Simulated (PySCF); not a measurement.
# Two-component Hartree-Fock for Ge²⁰⁺ (germanium, charge +20)

Start: [Ne] 3s2. Calculated with PySCF 2.14 in an uncontracted even-tempered set (19 s from 2.3 bohr⁻², ratio 2.4; 13 p from 2.9 bohr⁻², ratio 2.4; 5 d from 10 bohr⁻², ratio 2.6; 4 f from 16 bohr⁻², ratio 2.6): generalised Hartree-Fock with the X2C-1e Hamiltonian and a Gaussian nucleus; one run each with spin-orbit coupling (SO) switched off, then screened by Boettger's factors.

```json
{"spinor shell": "1s1/2", "electrons": "2", "ε, spin-free (eV)": "-12021.2", "ε, screened SO (eV)": "-12021.1", "weight of nominal j (screened SO)": "1.000", "rms radius, screened SO (bohr)": "0.0541"}
{"spinor shell": "2s1/2", "electrons": "2", "ε, spin-free (eV)": "-2256.6", "ε, screened SO (eV)": "-2256.6", "weight of nominal j (screened SO)": "1.000", "rms radius, screened SO (bohr)": "0.223"}
{"spinor shell": "2p1/2", "electrons": "2", "ε, spin-free (eV)": "-2072.4", "ε, screened SO (eV)": "-2095.0", "weight of nominal j (screened SO)": "1.000", "rms radius, screened SO (bohr)": "0.197"}
{"spinor shell": "2p3/2", "electrons": "4", "ε, spin-free (eV)": "-2072.4", "ε, screened SO (eV)": "-2061.5", "weight of nominal j (screened SO)": "1.000", "rms radius, screened SO (bohr)": "0.200"}
{"spinor shell": "3s1/2", "electrons": "2", "ε, spin-free (eV)": "-832.99", "ε, screened SO (eV)": "-832.98", "weight of nominal j (screened SO)": "1.000", "rms radius, screened SO (bohr)": "0.556"}
```

| quantity | spin-free | screened SO |
| --- | --- | --- |
| E (hartree) | -1866.58587 | -1866.65747 |
| M_J | 0 | 0 |
| ⟨J²⟩ | 0.000 | 0.000 |
| ⟨L²⟩ | 0.000 | 0.001 |
| ⟨S²⟩ | 0.000 | 0.001 |

Without spin-orbit coupling the j labels of p, d and f shells carry no meaning; the spin-free column gives the mean over the occupied spinors of each nl shell.
